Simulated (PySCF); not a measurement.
Stepwise substitution at one centre (Al OH-SiH3). Gas-phase values, no solvent. One relaxed conformer stands for each flexible species; it need not be the lowest. Strings in code marks are SMILES.

The HOMO from two functionals at the same geometries (B3LYP-D3(BJ)/def2-TZVP), both in PySCF: PBE-D3(BJ)/def2-TZVP and B3LYP-D3(BJ)/def2-TZVP. B3LYP has the VWN-RPA correlation part, as in Gaussian. 

```
species                                                                                                PBE-D3(BJ)/def2-TZVP (eV)  B3LYP-D3(BJ)/def2-TZVP (eV)
-----------------------------------------------------------------------------------------------------  -------------------------  ---------------------------
0 of 3 OH replaced by SiH3 (`[OH][Al]([OH])[OH]`)                                                                          -7.28                        -8.73
1 of 3 OH replaced by SiH3 (`[OH][Al]([OH])[SiH3]` (H–O–Al–Si torsion 180°, Si–Al–O–H torsion -180°))                      -6.93                        -7.83
2 of 3 OH replaced by SiH3 (`[OH][Al]([SiH3])[SiH3]` (H–O–Al–Si torsion 180°))                                             -6.09                        -6.92
3 of 3 OH replaced by SiH3 (`[SiH3][Al]([SiH3])[SiH3]`)                                                                    -6.31                        -7.11
```

Over these rows, drawn at random from the members with no instability flagged (it was tested for open shells, ions and some series alone), PBE minus B3LYP-D3(BJ): mean +1.00 eV, from +0.81 eV to +1.45 eV.
